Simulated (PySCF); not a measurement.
N-dimethylaminodiborane, C2H11B2N.
Structure used (PBE0-D3(BJ)/def2-SVP), in Å, numbered top down from 1:
```
atom  x, y, z in Å
C1    -1.270   -0.756    1.057
N2    -0.479    0.107    0.178
C3    -1.315    1.099   -0.497
B4     0.878    0.615    0.743
H5     1.689   -0.067   -0.090
B6     0.601   -0.596   -0.691
H7    -1.774   -0.151    1.826
H8    -0.614   -1.482    1.549
H9    -2.028   -1.298    0.471
H10   -0.694    1.723   -1.149
H11   -2.080    0.596   -1.109
H12   -1.813    1.742    0.245
H13    1.159    0.175    1.833
H14    1.119    1.771    0.488
H15    0.713   -1.781   -0.482
H16    0.676   -0.181   -1.824
```

Method used: TDDFT wB97X-D/def2-SVPD, vertical, gas phase, core orbitals frozen in the response (PySCF 2.14.0, density-fitted response routines).

Transition dipole moments from the ground state, in atomic units and in the frame of the coordinates above (overall signs are arbitrary), for the states with f of 0.002 or more among the lowest 10:

| state | E (eV) | μx | μy | μz |
| --- | --- | --- | --- | --- |
| S1 | 8.581 | -0.007 | 0.315 | -0.266 |
| S3 | 8.790 | -0.105 | -0.447 | -0.530 |
| S4 | 9.077 | -0.527 | 0.048 | 0.071 |
| S6 | 9.339 | 0.015 | -0.604 | 0.507 |
| S8 | 9.447 | -0.157 | -0.664 | -0.787 |
| S9 | 9.497 | -0.062 | -0.270 | -0.318 |
| S10 | 9.552 | -0.197 | 0.023 | 0.035 |

**Question.** Work out the oscillator strengths.

**Answer.** f = (2/3) ΔE |μ|² with ΔE in hartree (27.2114 eV).

```tsv
state	|μ|² (au)	|μ| (D)	f
S1	0.170	1.05	0.036
S3	0.492	1.78	0.106
S4	0.285	1.36	0.063
S6	0.623	2.01	0.142
S8	1.085	2.65	0.251
S9	0.178	1.07	0.041
S10	0.040	0.51	0.009
```

**Question.** Label these states by symmetry in C2v.

**Answer.** From a totally symmetric ground state, an allowed state transforms like the component of the dipole operator along its μ. Polarised along the twofold axis, so A1: S4 and S10. Polarised across the twofold axis, so B1 or B2: S1, S3, S6, S8 and S9. Which of B1 and B2 hangs on the choice of axes; S1 and S6 take one label and S3, S8 and S9 the other.

**Question.** What angle do the transition dipoles of S3 and S8 make?

**Answer.** |cos θ| = |μa·μb| / (|μa| |μb|) = 1.00, so θ ≈ 0° (taken between 0 and 90°, since the signs are arbitrary).

**Question.** What peak molar absorption coefficient would the strongest computed level give as a lone Gaussian band 0.5 eV wide at half height?

**Answer.** ε(max) = 2.175×10⁸ f / FWHM, with the width in cm⁻¹. S8: 2.175×10⁸ × 0.2511 / 4033 ≈ 14000 L mol⁻¹ cm⁻¹.

The vertical ionisation energy (ΔSCF) is 10.90 eV, 1.35 eV above S10.

One conformer stands for the species.

Without π bonds the low states may be Rydberg-like; a valence basis with one diffuse set may place them up to an eV too high.
